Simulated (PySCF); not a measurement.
C3H3FN2S.
Geometry (GFN2-xTB, Å), atoms numbered from 1 in this order:
```
atom  x, y, z in Å
N1    -2.3383    1.4689   -0.4050
C2    -1.6621    0.5751   -0.1921
C3    -0.7656   -0.5440    0.0604
F4    -0.6029   -1.2790   -1.0960
C5     0.5658    0.0105    0.5452
N6     1.5014    0.1695   -0.3950
S7     0.7601    0.4168    2.1134
H8    -1.2057   -1.2059    0.8175
H9     1.3551   -0.1409   -1.3434
H10    2.4011    0.5337   -0.1275
```

The closed-shell SCF was solved with PySCF and density fitting under several settings on one GFN2-xTB geometry (grid level 2 and gas phase unless stated).

| settings | basis functions | SCF cycles | E (Eh) | HOMO (eV) | LUMO (eV) | dipole (D) |
| --- | --- | --- | --- | --- | --- | --- |
| PBE0/pcSseg-1 | 141 | 15 | -723.0859 | -7.00 | -1.90 | 4.04 |
| PBE0/def2-SVPD | 174 | 15 | -722.7937 | -7.06 | -2.07 | 4.06 |

Question: Estimate the rows for these settings: (1) wB97X/pcSseg-1, fitting basis def2-qzvpp-jkfit; (2) HCTH407/MINI, grid level 4.

Answer: 
| settings | basis functions | SCF cycles | E (Eh) | HOMO (eV) | LUMO (eV) | dipole (D) |
| --- | --- | --- | --- | --- | --- | --- |
| wB97X/pcSseg-1, fitting basis def2-qzvpp-jkfit | 141 | 12 | -723.4981 | -9.37 | 0.23 | 4.07 |
| HCTH407/MINI, grid level 4 | 42 | 15 | -719.1505 | -6.66 | -4.00 | 4.18 |

Question: Over all rows, what range does the HOMO–LUMO gap span?

Answer: From 2.66 eV (HCTH407/MINI, grid level 4) to 9.60 eV (wB97X/pcSseg-1, fitting basis def2-qzvpp-jkfit). The functional of the narrowest has no exact exchange, that of the widest range-separated exact exchange.

Question: And the dipole moment?

Answer: From 4.04 D (PBE0/pcSseg-1) to 4.18 D (HCTH407/MINI, grid level 4); the largest is 1.03 times the smallest, and the median is 4.06 D.

Question: Compare two rows with the functional PBE0: PBE0/pcSseg-1 and PBE0/def2-SVPD. Which energy is lower, and by how much?

Answer: PBE0/pcSseg-1 (141 functions) lies 0.2922 Eh or 183 kcal/mol below PBE0/def2-SVPD (174 functions). The smaller set gives the lower energy; the two sets aren't nested, so the variational bound doesn't order them by size.

Whole jobs, the steps after the SCF included, on one thread, Arm Neoverse V1 (aarch64), no GPU, on a shared host:

| settings | work after the SCF | wall time | peak memory |
| --- | --- | --- | --- |
| PBE0/pcSseg-1 | shieldings, charges and field gradients | 14 s | 0.69 GiB |
| PBE0/def2-SVPD | 6 singlets by full TDDFT, 2 Tamm–Dancoff triplets, polarisability | 20 s | 0.73 GiB |
| wB97X/pcSseg-1, fitting basis def2-qzvpp-jkfit | shieldings, charges and field gradients | 17 s | 0.67 GiB |
| HCTH407/MINI, grid level 4 | shieldings | 7.7 s | 0.50 GiB |

Cycle counts include a coarse-grid stage where the run had one.

One conformer stands for the species.
